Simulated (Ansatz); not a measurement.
Si20AsH28⁻. Total charge -1; triplet. Geometry PBE-D4/def2-SVP.

Cartesian coordinates in Å:
```
As 3.230 -1.884 2.123
Si 1.456 1.553 3.143
Si -0.156 -3.484 2.586
Si 1.740 -3.919 -0.780
Si 1.555 -0.075 -0.419
Si 0.761 -1.704 -3.812
Si -1.519 -1.969 -0.586
Si 0.217 2.013 -3.128
Si -0.603 0.394 2.943
Si -1.252 4.050 3.026
Si -2.160 1.597 -0.167
Si 1.123 3.714 0.059
Si -2.767 -0.363 -3.843
Si 1.933 -3.814 1.559
Si 0.996 3.744 2.403
Si -1.252 -1.570 1.742
Si 0.648 -1.960 -1.482
Si 0.113 1.759 -0.777
Si -0.539 0.168 -4.384
Si -2.889 -0.286 -1.482
Si -2.123 2.022 2.204
H 4.185 -2.089 0.925
H 2.223 -0.922 1.146
H 2.645 0.988 2.410
H 1.849 1.590 4.606
H 0.069 -3.394 4.081
H -1.005 -4.714 2.346
H 3.125 -4.025 -1.378
H 0.964 -5.136 -1.232
H 2.919 0.278 -0.986
H 2.209 -1.537 -4.216
H 0.251 -2.943 -4.518
H -2.103 -3.363 -0.692
H 1.647 2.309 -3.535
H -0.599 3.227 -3.519
H -0.930 -0.087 4.345
H -1.332 4.401 4.506
H -1.844 5.240 2.300
H -2.716 2.844 -0.838
H 2.562 3.778 -0.410
H 0.412 4.916 -0.524
H -3.152 -1.615 -4.619
H -3.651 0.735 -4.401
H 2.633 -5.037 2.116
H 1.961 4.741 3.013
H -2.651 -1.718 2.318
H -0.376 0.458 -5.864
H -4.305 -0.648 -1.074
H -3.501 1.739 2.765
```

The 6-31G sets use Cartesian d functions. B3LYP takes the VWN-RPA correlation. HSE06 is defined as in plane-wave codes, on full-range PBE exchange. Single mean-field runs in def2-SVP are fitted with def2-universal-jkfit. At PBE0-D4/def2-SVP a singlet of charge -1 lies 2.10 eV below the triplet, each at its own geometry.

(1) Estimate the α-spin orbital energies around the gap (eV) in Ansatz with HF/6-31G, PBE-D4/def2-SVP, B3LYP-D4/6-31G, HSE06-D4/def2-SVP, CAM-B3LYP-D4/def2-SVP.

Results:

(1) 
| orbital | HF/6-31G | PBE-D4/def2-SVP | B3LYP-D4/6-31G | HSE06-D4/def2-SVP | CAM-B3LYP-D4/def2-SVP |
| --- | --- | --- | --- | --- | --- |
| HOMO−13 | -7.88 | -4.32 | -5.23 | -5.03 | -6.59 |
| HOMO−12 | -7.74 | -4.27 | -5.15 | -4.96 | -6.49 |
| HOMO−11 | -7.55 | -4.13 | -4.99 | -4.82 | -6.34 |
| HOMO−10 | -7.49 | -4.09 | -4.92 | -4.77 | -6.26 |
| HOMO−9 | -7.41 | -4.02 | -4.88 | -4.69 | -6.21 |
| HOMO−8 | -7.22 | -3.91 | -4.71 | -4.56 | -6.03 |
| HOMO−7 | -7.03 | -3.78 | -4.58 | -4.43 | -5.93 |
| HOMO−6 | -7.01 | -3.77 | -4.58 | -4.41 | -5.88 |
| HOMO−5 | -6.73 | -3.62 | -4.37 | -4.24 | -5.66 |
| HOMO−4 | -6.69 | -3.55 | -4.29 | -4.17 | -5.61 |
| HOMO−3 | -6.51 | -3.48 | -4.23 | -4.09 | -5.51 |
| HOMO−2 | -6.31 | -3.30 | -4.02 | -3.89 | -5.32 |
| HOMO−1 | -4.84 | -2.02 | -2.59 | -2.54 | -3.84 |
| HOMO | -1.47 | -0.21 | -0.16 | -0.38 | -1.25 |
| LUMO | 4.41 | 0.75 | 1.61 | 1.04 | 2.52 |
| LUMO+1 | 4.51 | 0.80 | 1.71 | 1.09 | 2.59 |
| LUMO+2 | 4.67 | 0.85 | 1.84 | 1.14 | 2.66 |
| LUMO+3 | 4.77 | 0.99 | 1.91 | 1.30 | 2.80 |
| LUMO+4 | 4.90 | 1.06 | 2.02 | 1.38 | 2.90 |
| LUMO+5 | 4.92 | 1.14 | 2.10 | 1.46 | 2.98 |
| β HOMO | -6.03 | -3.22 | -3.90 | -3.80 | -5.21 |
| β LUMO | 2.55 | -1.33 | -0.79 | -1.03 | 0.36 |
